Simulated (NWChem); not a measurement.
**Electron attachment to FNa**

SMILES: [F][Na]
```xyz
2

Na     0.0000     0.0000    -0.8497
F      0.0000     0.0000     1.0385
```
Charge 0, spin multiplicity 1.

Program: NWChem. Structure: optimised with PBE0/def2-SVP, a minimum by its harmonic frequencies.

Basis set: def2-TZVPD. The species with one electron more has spin multiplicity 2 and keeps the geometry of the parent. Δ marks differences of total energies (open shells unrestricted). −ε marks an orbital energy of the parent. That orbital need not have the symmetry of the hole or added electron in the Δ rows. The basis adds only a small set of diffuse functions.

B3LYP has NWChem's definition, with VWN1-RPA local correlation. The structure started from a generated list of species. The stability of the SCF solutions was not checked.

**Question.** Order these methods by the vertical electron affinity they give, lowest first: −ε(LUMO) of B3LYP, ΔB3LYP, G0W0@PBE0, G0W0@PBE, −ε(LUMO) of PBE0.

**Answer.** G0W0@PBE (0.06 eV), G0W0@PBE0 (0.14 eV), ΔB3LYP (0.56 eV), −ε(LUMO) of PBE0 (1.37 eV), −ε(LUMO) of B3LYP (1.73 eV)
